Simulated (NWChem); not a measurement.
Molecule: CH3BrFIn; SMILES [CH3][In]([F])[Br]

This build's default masses of Se (78.918 u) and Br (79.917 u) are each other's, which moves their modes by up to 0.6 %. def2 effective core potentials on In; no spin-orbit coupling.

### Question
Give the equilibrium geometry at PBE0/def2-SVP with def2 effective core potentials on In (NWChem) as a list of bonds and angles, with the point group.

### Answer
point group Cs; any orientation.
Bonded distances (Å): In1–F2 1.961, In1–Br3 2.478, In1–C4 2.136, C4–H5 1.097, C4–H6 1.099, C4–H7 1.099. Bond angles (°): F2–In1–Br3 110.1, F2–In1–C4 121.2, Br3–In1–C4 128.7, In1–C4–H5 109.8, In1–C4–H6 108.5, In1–C4–H7 108.5, H5–C4–H6 110.3, H5–C4–H7 110.3, H6–C4–H7 109.4.
